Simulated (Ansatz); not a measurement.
Input file for Ansatz (a program for electronic structure): R-SVWN5/def2-TZVPP on CH5NSn (SMILES [CH3][Sn][NH2]), a point of a torsion scan. Elements past Kr take the def2 small-core potentials; no spin–orbit coupling.

Ansatz 0.2 input:
```yaml
crystal:
  periodic: [false, false, false]
  atoms:
    - {symbol: C, position_ang: [1.34806727, -0.12841528, 0.11842932]}
    - {symbol: Sn, position_ang: [-0.22748769, 1.38564933, 0.70927594]}
    - {symbol: N, position_ang: [-1.75725341, 0.25073946, 0.00552031]}
    - {symbol: H, position_ang: [1.38092840, -0.24791171, -0.96465680]}
    - {symbol: H, position_ang: [2.35143086, 0.14694276, 0.44370460]}
    - {symbol: H, position_ang: [1.12505000, -1.10693041, 0.54308222]}
    - {symbol: H, position_ang: [-1.68104743, -0.65587726, -0.43166443]}
    - {symbol: H, position_ang: [-2.73595319, 0.49716747, 0.02686417]}
basis:
  gaussian:
    orbitals: def2-TZVPP
hamiltonian:
  xc: {name: SVWN5}
scf: {lower_state_search: off}
```

### Question
Give the final energy of this run.

### Answer
-309.0451 hartree.
